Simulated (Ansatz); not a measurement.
BF2H3OSi (`O[SiH2]B(F)F`), relaxed with RKS PBE-D4/def2-SVP in Ansatz from a rough embedded geometry. The force threshold is 0.03 eV/Å; the program also tests the step.

The species carries charge 0 and has multiplicity 1.

Start:

```xyz
8

O    -0.534   -0.959   -1.450
Si   -0.557   -0.459    0.144
B     0.662    1.034    0.400
F     1.680    1.028    1.361
F     0.449    2.271   -0.344
H     0.420   -1.369   -1.601
H    -1.953   -0.028    0.466
H    -0.167   -1.517    1.024
```

Question: How much energy does the relaxation release, and in how many steps? (Best estimate.)

Answer: The calculation gave: 16.77 kcal/mol, in 21 steps, 3 of them rejected.

Question: Which bonds change most? (Best estimate.)

Answer: Ansatz gave: B3–F5 from 1.460 to 1.336 Å; Si2–B3 from 1.945 to 2.041 Å; Si2–H8 from 1.431 to 1.512 Å; O1–H6 from 1.050 to 0.973 Å.

Question: Give the relaxed structure. (Best estimate.)

Answer: Ansatz gave: 
```xyz
8

O    -0.701   -0.947   -1.418
Si   -0.513   -0.570    0.216
B     0.690    1.066    0.420
F     0.838    1.724    1.569
F     1.394    1.526   -0.618
H     0.097   -0.787   -1.951
H    -1.885   -0.304    0.764
H     0.081   -1.707    1.017
```
